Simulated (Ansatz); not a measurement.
Basis-set extrapolation for `N[SiH]1SS1` (PBE0-D4/def2-TZVP geometry, frozen core, Ansatz). Multiplicity 1, RHF reference.

```tsv
	def2-TZVPP	def2-QZVPP
HF	-1140.319818	-1140.354095
MP2 correlation	-0.670782	-0.728157
CCSD(T) correlation	-0.745631	not run
```

Energies in hartree. Use E(X) = E(∞) + A·exp(−7.88·√X) for Hartree–Fock and E(X) = E(∞) + B·X^(−2.97) for correlation, with X = 3 and 4, and add CCSD(T) minus MP2 of the smaller set to the MP2 limit.

Q: What is the CCSD(T) energy at the basis-set limit?

A: HF limit: -1140.354095 + (-0.034277) × 0.13774 = -1140.35882. MP2 limit: -0.728157 + (-0.057375) × 0.74074 = -0.77066. Higher-order term: -0.745631 − (-0.670782) = -0.07485. Total: -1141.20433 hartree, 87.1 kcal/mol below CCSD(T)/def2-TZVPP.
